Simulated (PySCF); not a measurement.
H₄NO₃Ta, SMILES [NH2][Ta](=[O])([OH])[OH], multiplicity 1. Heavy atoms are numbered as in [Ta:1](=[O:2])([OH:3])([OH:5])[NH2:7]. Hydrogens are named by the atom that carries them.

Coordinates come from a B3LYP-D3(BJ)/def2-SVP optimisation. The multiplicity is an assumed one; no other spin state was optimised. The structure was generated by enumeration; whether it is a known compound was not checked. The def2 effective core potentials stand for the cores of Ta; spin–orbit coupling is left out. Other conformers were not sampled.

All values below come from PBE/def2-TZVP in PySCF.

ESP charges are fitted to the potential on shells at 1.4 to 2.0 van der Waals radii. Atomic charges (e), one atom of each kind:

```tsv
atom	Mulliken	Löwdin	ESP fit
Ta1	1.30	0.63	1.48
O2	-0.48	-0.30	-0.60
O3 (OH)	-0.63	-0.30	[?]
H on O3	0.33	0.17	[?]
N7 (NH2)	-0.71	-0.39	-1.10
H on N7	0.25	0.16	[?]
```

Task: Complete the blanks. (The exact figures need the calculation; the answer reports its results.)

Result: 
- O3 (OH), ESP fit: -0.70
- H on O3, ESP fit: 0.40
- H on N7, ESP fit: 0.40
